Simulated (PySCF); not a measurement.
**CoO(OH): double against triple zeta**

Base calculation in PySCF with density fitting and no spin–orbit coupling, PBE0/def2-SVP (no relativity): quintet, Cs, Co–O 1.612 Å, Co–O 1.758 Å, O–H 0.958 Å; Co–O–H 134.0°, O–Co–O 179.0°; wavenumbers 124, 136, 410, 707, 906, 3977 cm⁻¹; dipole moment 2.23 D, polar-tensor charge of Co 1.22 e, atomisation energy (no zero-point energy) 1157 kJ/mol.

Problem. What changes on going to PBE0/def2-TZVP (no relativity)?

Solution. The point group stays the same. Changes: mean bond to Co +0.011 Å, highest wavenumber -27 cm⁻¹, lowest wavenumber -9 cm⁻¹, dipole moment -0.04 D, polar-tensor charge of Co 0.00 e, atomisation energy (no zero-point energy) +20 kJ/mol. The new structure has Co–O 1.622 Å, Co–O 1.770 Å, O–H 0.956 Å; Co–O–H 129.4°, O–Co–O 179.0°, with wavenumbers 115, 131, 498, 690, 887, 3950 cm⁻¹.

Open d or f shells are single determinants, so the state found may not be the ground state. Only the bonding shown was studied: isomers, or loss of a ligand pair, can lie lower.
